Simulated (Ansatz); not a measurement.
`C[Te][AsH]O` + `[AlH2][SiH3]` → `C[Te][AlH][SiH3]` + `O[AsH2]`  (formal exchange of groups at a Te–As bond)

Computed with Ansatz on PBE0-D4/def2-TZVP structures; ΔE is electronic, products minus reactants. CCSD(T)/CBS is the MP2 limit (def2-TZVPP, def2-QZVPP) plus CCSD(T) − MP2 in def2-TZVPP, frozen cores. This one scheme is used for every species. DFT in def2-TZVPP. B3LYP here is the variant with VWN-RPA as its local correlation; programs differ in this. def2 core potentials past Kr. For As, Te outer-core shells are correlated without core-valence functions, which leaves a few kJ/mol of doubt a bond. Scalar relativity is left out up to krypton. One conformer a species, not always the lowest.

Q: Is it downhill or uphill in electronic energy at CCSD(T)/CBS, and by how much? (Estimate.)

A: Ansatz gave: Downhill: ΔE = -0.65 eV.

Q: What do these levels give: B3LYP-D4, ωB97X-V, ωB97M-V, B2PLYP, r2SCAN, MP2/def2-TZVPP, CCSD(T)/def2-TZVPP, HF/def2-QZVPP, MP2/def2-QZVPP, HF/CBS(def2), MP2/CBS(def2), CCSD/CBS(def2)? (Estimate.)

A: Computed: B3LYP-D4 -0.54, ωB97X-V -0.62, ωB97M-V -0.62, B2PLYP -0.61, r2SCAN -0.62, MP2/def2-TZVPP -0.68, CCSD(T)/def2-TZVPP -0.69, HF/def2-QZVPP -0.67, MP2/def2-QZVPP -0.65, HF/CBS(def2) -0.67, MP2/CBS(def2) -0.64, CCSD/CBS(def2) -0.65 eV.

Largest T1 diagnostic among the species: 0.012.

From PBE to PBE0 (25 % exact exchange), in def2-TZVPP and without D4, ΔE moves by −0.06 eV.
